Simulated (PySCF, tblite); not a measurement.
Isomers of C2H10OS2Si2. Level: GFN2-xTB in tblite, geometry and Hessian alike; calculated harmonic values, unscaled, isolated species. Against measured fundamentals such values can be off by several per cent, at times by over 20. Modes of hydrogen on silicon and sulfur can be 10 to 20 % off. One conformer each.

Electronic energies: PBE0/pcSseg-1 single points on the GFN2-xTB geometries (PySCF, gas phase).

```json
{"SMILES": "O[SiH2][SiH2]SCCS", "electronic energy, lowest = 0 (kJ/mol)": "125.6"}
{"SMILES": "CO[Si@H](S)CS[SiH3]", "electronic energy, lowest = 0 (kJ/mol)": "49.7"}
{"SMILES": "CO[SiH2]S[SiH2]SC", "electronic energy, lowest = 0 (kJ/mol)": "0.0"}
{"SMILES": "COCS[SiH2]S[SiH3]", "electronic energy, lowest = 0 (kJ/mol)": "130.5"}
{"SMILES": "CS[SiH2]OCS[SiH3]", "electronic energy, lowest = 0 (kJ/mol)": "105.4"}
```

Q: How do GFN2-xTB zero-point energies change the relative energies?

A: 
```csv
SMILES,ZPE (kJ/mol),of it from modes above 1550 cm⁻¹,electronic (kJ/mol),"with ZPE, lowest = 0 (kJ/mol)",lowest mode (cm⁻¹),rings
CO[SiH2]S[SiH2]SC,303.9,164.2,0.0,0.0,15,0
CO[Si@H](S)CS[SiH3],295.1,159.7,49.7,40.9,20,0
CS[SiH2]OCS[SiH3],297.6,159.2,105.4,99.1,25,0
O[SiH2][SiH2]SCCS,293.3,160.7,125.6,115.0,2,0
COCS[SiH2]S[SiH3],298.5,158.8,130.5,125.2,17i,0
```

The zero-point energies span 10.6 kJ/mol, from `O[SiH2][SiH2]SCCS` to `CO[SiH2]S[SiH2]SC`. Slightly imaginary modes are left out of the zero-point energy: `COCS[SiH2]S[SiH3]` 16.6i cm⁻¹. The order is unchanged.

Q: And how do the electronic energies of GFN2-xTB itself compare?

A: `CO[SiH2]S[SiH2]SC` 0.0; `CO[Si@H](S)CS[SiH3]` 84.5; `CS[SiH2]OCS[SiH3]` 43.7; `O[SiH2][SiH2]SCCS` 156.6; `COCS[SiH2]S[SiH3]` 117.9 kJ/mol, lowest = 0. Against the energies above, taken from the same isomer `CO[SiH2]S[SiH2]SC`, the largest difference is 61.7 kJ/mol.
